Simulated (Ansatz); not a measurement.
Ansatz results at the PBE0-D4/def2-TZVP geometry: HOMO energy (B3LYP/def2-TZVPP) -6.49 eV; LUMO energy (ωB97M-V/def2-TZVPP) 0.05 eV; HOMO energy (PBE/def2-TZVPP) -5.62 eV.

Each molecule was computed in one conformer, which needn't be the lowest.

Which molecule gave them?
A. `F[SiH2]BC[SiH3]`
B. `F[CH]([GeH3])Br`
C. `F[CH]1[SiH2][Al]1[SH]`
D. `C=NBC[SiH3]`

C. The others give `C=NBC[SiH3]`: -7.32, 1.26, -6.27; `F[CH]([GeH3])Br`: -7.70, 1.50, -6.64; `F[SiH2]BC[SiH3]`: -7.83, -0.17, -6.73.

B3LYP here is the variant with VWN-RPA as its local correlation; programs differ in this.
